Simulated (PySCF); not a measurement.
C2H5BeI, SMILES [Be]([I])[CH2]C.

The structure is a stationary point at PBE-D3(BJ)/def2-SVP. The def2 effective core potentials stand for the cores of I; spin–orbit coupling is left out. The values are those of a single conformer.

Method: TDA-PBE0/def2-SVPD (PySCF 2.14.0).

Vertical excitations. Isolated molecule, no solvent. State labels are in the subgroup Cs.

```json
[
 {"state": "S1", "symmetry": "A\"", "energy (eV)": "5.94", "λ (nm)": "209", "f": "0.000", "main pairs": "HOMO→LUMO 97 %"},
 {"state": "S2", "symmetry": "A'", "energy (eV)": "6.01", "λ (nm)": "206", "f": "0.001", "main pairs": "HOMO−1→LUMO 55 %, HOMO→LUMO+1 44 %"},
 {"state": "S3", "symmetry": "A\"", "energy (eV)": "6.05", "λ (nm)": "205", "f": "0.000", "main pairs": "HOMO−1→LUMO+1 97 %"},
 {"state": "S4", "symmetry": "A'", "energy (eV)": "6.16", "λ (nm)": "201", "f": "0.007", "main pairs": "HOMO−2→LUMO 95 %"},
 {"state": "S5", "symmetry": "A\"", "energy (eV)": "6.29", "λ (nm)": "197", "f": "0.001", "main pairs": "HOMO−2→LUMO+1 92 %"},
 {"state": "S6", "symmetry": "A\"", "energy (eV)": "6.59", "λ (nm)": "188", "f": "0.092", "main pairs": "HOMO→LUMO+2 92 %"},
 {"state": "S7", "symmetry": "A'", "energy (eV)": "6.59", "λ (nm)": "188", "f": "0.094", "main pairs": "HOMO−1→LUMO+2 94 %"},
 {"state": "S8", "symmetry": "A'", "energy (eV)": "6.77", "λ (nm)": "183", "f": "0.025", "main pairs": "HOMO−2→LUMO+2 47 %, HOMO→LUMO+1 26 %, HOMO−1→LUMO 19 %"},
 {"state": "S9", "symmetry": "A'", "energy (eV)": "7.06", "λ (nm)": "176", "f": "0.428", "main pairs": "HOMO−2→LUMO+2 45 %, HOMO→LUMO+1 21 %, HOMO−1→LUMO 18 %"},
 {"state": "S10", "symmetry": "A\"", "energy (eV)": "7.66", "λ (nm)": "162", "f": "0.016", "main pairs": "HOMO→LUMO+3 95 %"},
 {"state": "T1", "symmetry": "A'", "energy (eV)": "5.48", "λ (nm)": "226", "f": "0", "main pairs": "HOMO−1→LUMO 66 %, HOMO→LUMO+1 30 %"},
 {"state": "T2", "symmetry": "A'", "energy (eV)": "5.57", "λ (nm)": "223", "f": "0", "main pairs": "HOMO−2→LUMO 95 %"},
 {"state": "T3", "symmetry": "A\"", "energy (eV)": "5.70", "λ (nm)": "218", "f": "0", "main pairs": "HOMO−2→LUMO+1 92 %"},
 {"state": "T4", "symmetry": "A\"", "energy (eV)": "5.70", "λ (nm)": "217", "f": "0", "main pairs": "HOMO→LUMO 66 %, HOMO−1→LUMO+1 29 %"}
]
```
Triplets are in the Tamm–Dancoff approximation.
